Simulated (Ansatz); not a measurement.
Geometry optimisation, RKS PBE-D4/6-31G* in Ansatz 0.2.0.

Input file:

```yaml
crystal:
  periodic: [false, false, false]
  atoms:
    - { symbol: Al, position_ang: [-1.5451, 1.6127, -0.28] }
    - { symbol: B, position_ang: [-0.0254, 0.8917, 0.8229] }
    - { symbol: C, position_ang: [0.2513, -0.6637, 0.8532] }
    - { symbol: Si, position_ang: [1.1039, -1.2222, -0.7548] }
    - { symbol: H, position_ang: [0.28095, 1.01147, -0.29991] }
    - { symbol: H, position_ang: [-1.9279, 3.234, -0.2414] }
    - { symbol: H, position_ang: [0.592, 1.6268, 1.5475] }
    - { symbol: H, position_ang: [-0.6154, -1.2078, 1.0555] }
    - { symbol: H, position_ang: [1.0102, -0.856, 1.7254] }
    - { symbol: H, position_ang: [2.2735, -0.4867, -0.9857] }
    - { symbol: H, position_ang: [0.0666, -0.9946, -1.8245] }
    - { symbol: H, position_ang: [1.3485, -2.662, -0.654] }
basis:
  gaussian: { orbitals: "6-31G*" }
hamiltonian:
  xc: pbe
  dispersion: d4
relax:
  f_tol: 0.02
  max_steps: 50
output:
  orbitals: {}
```

Run as:

```bash
$ ansatz run input.yaml --threads 2 --pin off --max-ram 3072MiB --backend cpu --events-out ev --progress --plain --runs-dir out
```

Question: Where does it end, and by what steps?

Answer: The forces met the threshold. The force dipped under the threshold on the way, but the program's further checks kept it going. After 29 steps the energy has fallen by 1.827 eV; H7 moved furthest, 2.06 Å.

| step | energy less start (eV) | largest force component (eV/Å) | accepted |
| --- | --- | --- | --- |
| 0 | 0.0000 | 3.251 | yes |
| 2 | -1.5934 | 0.321 | yes |
| 4 | -1.6876 | 0.110 | yes |
| 6 | -1.7095 | 0.219 | yes |
| 8 | -1.7331 | 0.321 | yes |
| 10 | -1.7630 | 0.333 | yes |
| 12 | -1.7851 | 0.184 | yes |
| 14 | -1.7984 | 0.240 | yes |
| 16 | -1.8112 | 0.071 | yes |
| 18 | -1.8199 | 0.056 | yes |
| 20 | -1.8241 | 0.059 | yes |
| 22 | -1.8257 | 0.048 | yes |
| 24 | -1.8266 | 0.027 | yes |
| 26 | -1.8269 | 0.029 | yes |
| 28 | -1.8271 | 0.010 | yes |
| 29 | -1.8271 | 0.008 | yes |

```xyz
12
Properties=species:S:1:pos:R:3
Al -0.790 2.040 -0.687
B -0.089 0.759 0.760
C 0.594 -0.646 0.926
Si 0.886 -1.396 -0.795
H 0.534 1.824 0.935
H -1.463 3.474 -0.306
H -1.287 0.952 1.041
H -0.037 -1.348 1.499
H 1.571 -0.574 1.435
H 1.767 -0.491 -1.607
H -0.422 -1.559 -1.513
H 1.549 -2.750 -0.724
```

The run took 74 s on 2 threads of Intel(R) Xeon(R) Platinum 8259CL CPU @ 2.50GHz (Skylake/Cascade Lake), on a shared host, peak memory 0.17 GiB.
